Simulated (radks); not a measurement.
Results of a calculation; reference values are marked as such.
All-electron atom: neutral rhenium in [Xe] 4f14 5d5 6s1 7d1 (not the ground configuration). Code: a radial shooting solver on a logarithmic mesh with Libxc functionals. Model: Dirac Kohn-Sham, LDA (Slater exchange, Perdew-Wang correlation), spin-unpolarised, spherical densities, finite nucleus; open shells fill j = l - 1/2 first; Fermi nuclear charge, rms radius 5.3698 fm.

Normalised radial functions P(r) = r R(r) (large component), r in bohr:

```
   r/bohr * 6s1/2, o 7d3/2 (the largest magnitude, 0.673, reaches the edge; | marks zero, & curves that meet)
 0.004892                             o *
 0.007011                             o  *
  0.01013                             o *
  0.01452                             o *
  0.02081                             &
  0.02983                           * o
   0.0431                         *   o
  0.06178                          *  |o
  0.08855                             *o
   0.1269                             |o   *
   0.1834                             o   *
   0.2628                         *  o|
   0.3767                     *     o |
     0.54                            o| *
   0.7802                             | o          *
    1.118                             |  o *
    1.603              *              |  o
    2.316  *                          o
    3.319       *                  o  |
    4.758                   *   o     |
    6.819                      o    * |
    9.853                           o *
    14.12                             *     o
    20.24                             *          o
    29.01                             *    o
    41.92                             *o
    60.09                             &
```

6s1/2: eigenvalue -11.143 eV, 5 radial nodes at r = 0.0214, 0.0856, 0.221, 0.507, 1.24 bohr, <r> = 2.87 bohr, 90 % of the charge inside 4.20 bohr. 7d3/2: eigenvalue -0.567 eV, 4 radial nodes at r = 0.204, 0.604, 2.35, 10.9 bohr, <r> = 19.3 bohr, 90 % of the charge inside 27.0 bohr.
